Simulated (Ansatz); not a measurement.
A nudged elastic band was laid between two geometries of BClF2 + H2 (6 atoms, charge 0, multiplicity 1).

These are results of RKS PBE-D4/def2-SVP in Ansatz 0.2.0, not measurements.

```
movable images  : 7
climbing image  : yes
spring          : 5.0 eV/Å²
optimiser       : quadratic models (default)
start path      : through a guess of the saddle point
force threshold : 0.05 eV/Å
iteration limit : 60
end points      : relaxed
```

First end point:

```xyz
6
Properties=species:S:1:pos:R:3
B -0.012 0.470 0.152
Cl -0.026 0.920 1.849
F 1.133 0.337 -0.497
F -1.148 0.274 -0.498
H 0.100 -2.481 0.505
H 0.071 -2.190 1.215
```

Last end point:

```xyz
6
Properties=species:S:1:pos:R:3
B 0.022 -0.327 -0.532
Cl 0.008 -0.094 2.491
F 1.133 0.378 -0.697
F -1.142 0.288 -0.696
H 0.069 -1.524 -0.342
H 0.028 -1.392 2.502
```

What changes between the two ends?

Bonds broken: B1–Cl2, H5–H6. Bonds formed: B1–H5, Cl2–H6. BClF2 + H2 becomes BF2H + ClH.

Give the energies along the band, and the barrier.

The run converged. The highest image is number 4 of 0 to 8, 31.3 kcal/mol above the first end and 16.8 kcal/mol above the last; the last end lies 14.5 kcal/mol above the first. A vibrational analysis at the climbing image gives one clearly imaginary mode, 798i cm⁻¹: a first-order saddle point. The orbitals stay closed-shell, which can raise the energy where a bond breaks towards radicals; this wasn't checked here.

```json
{"image": "0", "path coordinate (Å)": "0.00", "energy (kcal/mol)": "0.0", "B1–Cl2 (Å)": "1.76", "H5–H6 (Å)": "0.77", "B1–H5 (Å)": "2.97"}
{"image": "1", "path coordinate (Å)": "0.48", "energy (kcal/mol)": "0.7", "B1–Cl2 (Å)": "1.76", "H5–H6 (Å)": "0.77", "B1–H5 (Å)": "2.54"}
{"image": "2", "path coordinate (Å)": "0.97", "energy (kcal/mol)": "4.3", "B1–Cl2 (Å)": "1.77", "H5–H6 (Å)": "0.77", "B1–H5 (Å)": "2.11"}
{"image": "3", "path coordinate (Å)": "1.45", "energy (kcal/mol)": "16.3", "B1–Cl2 (Å)": "1.86", "H5–H6 (Å)": "0.82", "B1–H5 (Å)": "1.66"}
{"image": "4", "path coordinate (Å)": "1.93", "energy (kcal/mol)": "31.3", "B1–Cl2 (Å)": "2.12", "H5–H6 (Å)": "1.08", "B1–H5 (Å)": "1.34"}
{"image": "5", "path coordinate (Å)": "2.38", "energy (kcal/mol)": "21.9", "B1–Cl2 (Å)": "2.50", "H5–H6 (Å)": "1.47", "B1–H5 (Å)": "1.24"}
{"image": "6", "path coordinate (Å)": "2.82", "energy (kcal/mol)": "16.3", "B1–Cl2 (Å)": "2.88", "H5–H6 (Å)": "1.86", "B1–H5 (Å)": "1.22"}
{"image": "7", "path coordinate (Å)": "3.26", "energy (kcal/mol)": "15.0", "B1–Cl2 (Å)": "3.01", "H5–H6 (Å)": "2.32", "B1–H5 (Å)": "1.21"}
{"image": "8", "path coordinate (Å)": "3.71", "energy (kcal/mol)": "14.5", "B1–Cl2 (Å)": "3.03", "H5–H6 (Å)": "2.85", "B1–H5 (Å)": "1.21"}
```

What is the geometry of the highest image?


```xyz
6
Properties=species:S:1:pos:R:3
B 0.015 -0.287 0.040
Cl 0.004 0.150 2.115
F 1.168 0.141 -0.479
F -1.158 0.079 -0.479
H 0.050 -1.602 0.275
H 0.038 -1.151 1.254
```

What are the harmonic wavenumbers there?

798i, 237, 291, 502, 707, 828, 1046, 1055, 1342, 1414, 1611, 2096 cm⁻¹.

Time of the run: 7.2 min on 1 thread of Arm Neoverse V1, with other jobs on the host, peak memory 0.11 GiB.
